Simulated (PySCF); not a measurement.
Mapped SMILES: `[SiH3:1][SiH:2]([SiH3:3])[CH:4]1[CH2:5][CH2:6][CH2:7]1` (H(Xn): hydrogen on atom n). Ha(C5), Ha(C6), Ha(C7) are cis to Si2 on the ring; Hb(C5), Hb(C6), Hb(C7) are trans to Si2 on the ring.

PySCF 2.14.0 with density-fitted response routines calculation with shielding tensors at PBE0/pcSseg-1 (GIAO) and PBE0-D3(BJ)/def2-SVP geometry; non-relativistic, averaged over atoms made equivalent by symmetry, fast rotation or ring inversion, one computed conformer, no solvent.

Question: Predict the 2D correlation tables (HSQC, COSY, HMBC).

Answer: 

HSQC (one-bond C–H):
```csv
δH,δC
2.23 (Hb(C6)),25.8 (C6)
2.00 (Hb(C5)/Hb(C7)),30.5 (C5/C7)
1.96 (Ha(C5)/Ha(C7)),30.5 (C5/C7)
1.94 (Ha(C6)),25.8 (C6)
1.78 (H(C4)),20.5 (C4)
```

COSY cross peaks (H two or three bonds apart, from the bond graph; peaks can be absent where the dihedral angle is near 90°):
```csv
δH,δH
3.72 (H(Si2)),3.51 (H(Si1)/H(Si3))
3.72 (H(Si2)),1.78 (H(C4))
2.23 (Hb(C6)),2.00 (Hb(C5)/Hb(C7))
2.23 (Hb(C6)),1.96 (Ha(C5)/Ha(C7))
2.23 (Hb(C6)),1.94 (Ha(C6))
2.00 (Hb(C5)/Hb(C7)),1.96 (Ha(C5)/Ha(C7))
2.00 (Hb(C5)/Hb(C7)),1.94 (Ha(C6))
2.00 (Hb(C5)/Hb(C7)),1.78 (H(C4))
1.96 (Ha(C5)/Ha(C7)),1.94 (Ha(C6))
1.96 (Ha(C5)/Ha(C7)),1.78 (H(C4))
```

HMBC (two and three bonds, from the bond graph):
```csv
δH,δC
3.72 (H(Si2)),"30.5 (C5/C7), 20.5 (C4)"
3.51 (H(Si1)/H(Si3)),20.5 (C4)
2.23 (Hb(C6)),"30.5 (C5/C7), 20.5 (C4)"
2.00 (Hb(C5)/Hb(C7)),"30.5 (C5/C7), 25.8 (C6), 20.5 (C4)"
1.96 (Ha(C5)/Ha(C7)),"30.5 (C5/C7), 25.8 (C6), 20.5 (C4)"
1.94 (Ha(C6)),"30.5 (C5/C7), 20.5 (C4)"
1.78 (H(C4)),"30.5 (C5/C7), 25.8 (C6)"
```

δ = σ(ref) − σ, references computed at the same level: ¹H, ¹³C against TMS.

Short H···H contacts in this conformer between protons four or more bonds apart (candidates for NOE cross peaks, intensity ∝ r⁻⁶): H(C4)···Hb(C6) 2.79 Å.

Shifts are as computed. Against solution values, carbons near 30 ppm lie about +2 ppm off and those near 130 ppm about +5 ppm. Of 1309 compounds with measured shifts, 239 miss one by over three times the rms of a fit or turn the order of signals round; such compounds aren't used in these exercises.
